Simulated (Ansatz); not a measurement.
Species: CH₅In, SMILES `[CH3][InH2]` (charge 0, multiplicity 1), formula CH5In.

Q: How many basis functions does frozen-core CCSD(T)/def2-TZVPP // M06-2X/def2-TZVP run with Ansatz (a quantum-chemistry and plane-wave program) use, how many core orbitals are frozen, and how many electrons are correlated?

A: 151 basis functions and 5 frozen orbitals, which leaves 22 correlated electrons (filled d shells below the valence shell are correlated). Core time is of the order of seconds.
